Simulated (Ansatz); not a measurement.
The cluster Pb₃Se₃⁺. The state is a doublet with charge 1. Geometry r2SCAN-D4/def2-SVP, that of the neutral singlet; atoms count from 1.

```csv
atom,x (Å),y (Å),z (Å)
Pb1,0.941,-0.807,1.372
Pb2,-0.049,1.734,-0.640
Pb3,-1.646,-1.710,-1.350
Se4,1.711,1.777,1.402
Se5,-1.875,-0.095,0.803
Se6,0.919,-0.898,-1.586
```

In the def2 sets Pb takes a core potential; there is no spin–orbit coupling. The structure comes from a short search, and lower isomers may exist.

(1) Estimate the Mulliken populations from the PBE0/def2-TZVP orbitals of Ansatz.

(2) Where does the spin sit?

(3) And the Mayer bond orders between heavy atoms (over 0.3)?

Results:

(1) 
```
atom  charge (e)  spin (α − β)
 Pb1        0.63         -0.08
 Pb2        0.63         -0.08
 Pb3        0.69         -0.02
 Se4       -0.16          0.87
 Se5       -0.39          0.16
 Se6       -0.39          0.16
```
Mulliken values depend strongly on the basis.

(2) Summed by element: Pb -0.19, Se 1.19, of 1 unpaired in all. Largest on single atoms: Se4 0.87, Se6 0.16, Se5 0.16.

(3) Pb1–Se4 0.77 (2.70 Å); Pb1–Se5 0.61 (2.96 Å); Pb1–Se6 0.61 (2.96 Å); Pb2–Se4 0.77 (2.70 Å); Pb2–Se5 0.61 (2.96 Å); Pb2–Se6 0.61 (2.96 Å); Pb3–Se5 0.95 (2.70 Å); Pb3–Se6 0.95 (2.70 Å).
